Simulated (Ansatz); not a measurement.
`CC(=N)C[SeH]` → 3 C• + 7 H• + N• + Se•  (atomization)

Computed with Ansatz on PBE0-D4/def2-TZVP structures; ΔE is electronic, products minus reactants. CCSD(T)/CBS is the MP2 limit (def2-TZVPP, def2-QZVPP) plus CCSD(T) − MP2 in def2-TZVPP, frozen cores. This one scheme is used for every species, atoms too. DFT in def2-TZVPP. B3LYP here is the variant with VWN-RPA as its local correlation; programs differ in this. No spin–orbit coupling; open shells (•) take unrestricted orbitals. Spin–orbit coupling would lower the free atoms: a little for C; clearly for Se. For Se outer-core shells are correlated without core-valence functions, so the limit isn't a true one: a few kJ/mol of doubt a bond, and 10 to 20 or more in all where bonds break to atoms. Scalar relativity is left out up to krypton. Each species was taken in one conformer, which may not be the lowest.

`CC(=N)C[SeH]`:

```xyz
12

C     0.612    1.132   -0.314
C    -0.113    0.225    0.633
N    -0.661    0.574    1.722
C    -0.188   -1.224    0.261
Se   -1.353   -1.557   -1.286
H     0.123    1.127   -1.292
H     0.636    2.156    0.060
H     1.639    0.787   -0.464
H    -0.551    1.576    1.877
H     0.791   -1.640    0.021
H    -0.627   -1.785    1.083
H    -0.308   -1.372   -2.302
```

```csv
level,ΔE (kJ/mol),difference from CCSD(T)/CBS
BLYP-D4,4530.8,16.7
PBE0-D4,4546.2,32.1
B3LYP-D4,4525.8,11.7
r2SCANh-D4,4488.8,-25.3
BHLYP-D4,4377.2,-136.9
PBE-QIDH,4488.6,-25.5
B3LYP,4483.5,-30.6
r2SCANh,4481.8,-32.3
r2SCAN0,4439.2,-74.9
BHLYP,4346.2,-167.9
HF/def2-SVP,3233.5,-1280.6
MP2/def2-SVP,4312.7,-201.4
SCS-MP2/def2-TZVPP,4442.3,-71.8
CCSD/def2-TZVPP,4319.8,-194.3
MP2/def2-QZVPP,4523.8,9.7
HF/CBS(def2),3198.5,-1315.6
CCSD(T)/CBS,4514.1,0
```

Largest T1 diagnostic among the species: 0.010.

From BLYP to BHLYP (50 % exact exchange), in def2-TZVPP and without D4, ΔE moves by −126.5 kJ/mol: exact exchange takes away binding that semilocal exchange gives to molecules. Leaving LDA and LC-ωPBE aside and taking each functional with its dispersion term where it has one, the values, not all of them listed here, spread over 263.7 kJ/mol, from BHLYP-D4 to PBE-D4. LDA lies +593.4 kJ/mol from PBE without D4, its usual overbinding. The D4 term adds +42.2 kJ/mol with B3LYP and +22.2 kJ/mol with PBE0; it sums over pairs of atoms, weighted by their polarisabilities, and B3LYP, whose exchange is more repulsive, gets the larger term.

For atomizations the MP2-based limit and the directly extrapolated one differ by several kJ/mol either way, and by 10 to 25 for some Ge, Se and Sn compounds, so smaller differences from it don't rank the levels.
